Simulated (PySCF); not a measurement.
C₃H₉N, singlet, geometry from GFN2-xTB of the parent state; M062X/def2-SV(P) in PySCF.

Input for PySCF:
```python
from pyscf import gto, scf, dft

mol = gto.Mole()
mol.atom = '''
    C    -0.586976    1.209356    0.590904
    C    -0.008740    0.088029   -0.263518
    C     1.438712   -0.293058    0.021830
    N    -0.855916   -1.003974   -0.396140
    H     0.044677    2.091622    0.547727
    H    -0.641650    0.874418    1.627980
    H    -1.592098    1.487150    0.279473
    H     0.061085    0.567211   -1.280054
    H     1.813157   -1.038464   -0.677162
    H     1.503866   -0.716871    1.025242
    H     2.083351    0.579576   -0.024996
    H    -0.491597   -1.924164   -0.600700
    H    -1.847355   -0.918624   -0.219828
'''
mol.basis = 'def2-sv(p)'
mol.charge = 0
mol.spin = 0
mol.verbose = 4
mol.build()

mf = dft.RKS(mol)
mf.xc = 'm062x'
mf.kernel()
mf.analyze()
```

The log (banner, timings and long lists left out):

```
PySCF version 2.14.0

[INPUT] verbose = 4
[INPUT] num. atoms = 13
[INPUT] num. electrons = 34
[INPUT] charge = 0
[INPUT] spin (= nelec alpha-beta = 2S) = 0
[INPUT] symmetry False subgroup None
[INPUT] Mole.unit = angstrom
[INPUT] Symbol           X                Y                Z      unit          X                Y                Z       unit  Magmom
[...]
nuclear repulsion = 136.286478879799
number of shells = 42
number of NR pGTOs = 132
number of NR cGTOs = 74
basis = def2-sv(p)
ecp = {}

******** <class 'pyscf.dft.rks.RKS'> ********
method = RKS
initial guess = minao
damping factor = 0
level_shift factor = 0
DIIS = <class 'pyscf.scf.diis.CDIIS'>
diis_start_cycle = 1
diis_space = 8
diis_damp = 0
SCF conv_tol = 1e-09
SCF conv_tol_grad = None
SCF max_cycles = 50
direct_scf = True
direct_scf_tol = 1e-13
XC library pyscf.dft.libxc version 7.1.2
    S. Lehtola, C. Steigemann, M. J. T. Oliveira, and M. A. L. Marques,  SoftwareX 7, 1–5 (2018)
XC functionals = m062x
    Y. Zhao and D. G. Truhlar,  Theor. Chem. Acc. 120, 215 (2008)
    Y. Zhao and D. G. Truhlar,  Theor. Chem. Acc. 120, 215 (2008)
radial grids:
    Treutler-Ahlrichs [JCP 102, 346 (1995); DOI:10.1063/1.469408] (M4) radial grids

becke partition: Becke, JCP 88, 2547 (1988); DOI:10.1063/1.454033
pruning grids: <function nwchem_prune>
grids dens level: 3
symmetrized grids: False
atomic radii adjust function: <function treutler_atomic_radii_adjust>
small_rho_cutoff = 0
Set gradient conv threshold to 3.16228e-05
Initial guess from minao.
tot grids = 144528
init E= -174.669110969498
[...]
cycle= 1 E= -174.188978508365  delta_E= 0.48  |g|= 0.332  |ddm|= 3.23
[...]
cycle= 2 E= -174.201756779106  delta_E= -0.0128  |g|= 0.27  |ddm|= 0.571
[...]
cycle= 3 E= -174.218161592758  delta_E= -0.0164  |g|= 0.0306  |ddm|= 0.28
[...]
cycle= 4 E= -174.218336896579  delta_E= -0.000175  |g|= 0.0147  |ddm|= 0.0419
[...]
cycle= 5 E= -174.218388332369  delta_E= -5.14e-05  |g|= 0.00124  |ddm|= 0.0152
[...]
cycle= 6 E= -174.218388779832  delta_E= -4.47e-07  |g|= 0.000322  |ddm|= 0.00241
[...]
cycle= 7 E= -174.218388807439  delta_E= -2.76e-08  |g|= 7.73e-05  |ddm|= 0.000702
[...]
cycle= 8 E= -174.218388809113  delta_E= -1.67e-09  |g|= 2.9e-05  |ddm|= 0.000162
[...]
cycle= 9 E= -174.218388809401  delta_E= -2.88e-10  |g|= 5.64e-06  |ddm|= 7.39e-05
[...]
Extra cycle  E= -174.218388809416  delta_E= -1.54e-11  |g|= 3.38e-06  |ddm|= 2.21e-05
converged SCF energy = -174.218388809416
**** SCF Summaries ****
Total Energy =                        -174.218388809416126
Nuclear Repulsion Energy =             136.286478879799290
One-electron Energy =                 -503.432339885375484
Two-electron Energy =                  192.927472196160068
Two-electron Coulomb Energy =          219.405815171467935
DFT Exchange-Correlation Energy =      -26.478342975307882
HOMO-LUMO gap [eV] =                     9.503531381980698
**** MO energy ****
[...]
 ** Mulliken pop on meta-lowdin orthogonal AOs  **
 ** Mulliken pop  **
 ** Mulliken atomic charges  **
charge of    0C =     -0.27150
charge of    1C =      0.07799
charge of    2C =     -0.27141
charge of    3N =     -0.47825
charge of    4H =      0.09134
charge of    5H =      0.07875
charge of    6H =      0.08646
charge of    7H =      0.03783
charge of    8H =      0.08646
charge of    9H =      0.07873
charge of   10H =      0.09131
charge of   11H =      0.19614
charge of   12H =      0.19615
Dipole moment(X, Y, Z, Debye): -0.29559, -0.43788,  0.10417
```
